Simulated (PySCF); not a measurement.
```xyz
3
charge -1 multiplicity 1, angstrom
Sb    0.7645    0.0000    0.0000
Se   -0.5784    2.0326    0.0000
Se   -0.5784   -2.0326    0.0000
```

All numbers come from PBE0/[Sb def2-SVPD with ECP28, Se def2-SVPD], scalar-relativistic core potentials, density fitting, no spin–orbit coupling, PySCF.

This geometry of [SbSe2]- is a stationary point at this level.

**Question.** What is the point group?

**Answer.** C2v.

**Question.** Is it a minimum?

**Answer.** Yes: all harmonic wavenumbers are real.

**Question.** What are the dipole moment and the gap between the highest occupied and lowest empty levels?

**Answer.** 2.61 D about the centre of mass and 2.92 eV.

**Question.** Give the ideal-gas entropy at 298.15 K and 1 bar by parts.

**Answer.** translation 179.2, rotation 117.5, vibration 27.6, spin 0.0; total 324.2 J/(mol K).

Other isomers or separated fragments may lie lower. The lowest empty level of this anion is unbound, so it and the gap depend on the basis.
